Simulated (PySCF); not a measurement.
Ligand exchange on a metal centre used in film growth or etching (Ta Cl-OH). Isolated molecules, 0 K electronic values unless said otherwise. One relaxed conformer stands for each flexible species; it need not be the lowest.

Quantity: redistribution energy (mixed species minus the weighted end members), in eV.

A: 1 of 5 Cl replaced by OH: [Ta(Cl)4(OH)]
B: 2 of 5 Cl replaced by OH: [Ta(Cl)3(OH)2]
C: 3 of 5 Cl replaced by OH: [Ta(Cl)2(OH)3]

### Question
Rank these by redistribution energy (mixed species minus the weighted end members) (lowest first), as TPSSh-D3(BJ)/def2-TZVP // BP86-D3(BJ)/def2-SVP (PySCF) gives it.

### Answer
C (-0.281 eV), B (-0.222 eV), A (-0.103 eV)
